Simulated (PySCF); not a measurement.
System: sum formula BNH3F2 (charge +1, singlet). It need not be the lowest isomer of its formula. SMILES: [NH3+]B(F)F
Geometry from a B3LYP-D3(BJ)/def2-TZVP (Ansatz) optimisation:
```
N
H 1 1.0253
H 1 1.0276 2 108.02
H 1 1.0278 2 107.83 3 114.02
B 1 1.5582 2 112.36 4 122.85
F 5 1.2877 1 116.56 2 -2.20
F 5 1.2883 6 127.56 1 179.92
```
Charge +1, spin multiplicity 1.

Dispersion corrections to the total energy (kcal/mol) from the dftd3 and dftd4 libraries through PySCF: D3(BJ) without and D4 with the three-body term, each with the damping fitted for the functional named.

```tsv
functional	D3(BJ)	D4
TPSS	?	-2.14
CAM-B3LYP	-1.33	-1.27
HF	-18.20	-6.60
HSE06	?	-1.18
PW6B95	-0.82	-1.41
r2SCAN	-0.49	?
B3LYP	-3.28	-2.53
```

### Question
Complete the blanks.

### Answer

- TPSS, D3(BJ): -2.38
- HSE06, D3(BJ): -1.10
- r2SCAN, D4: -0.37
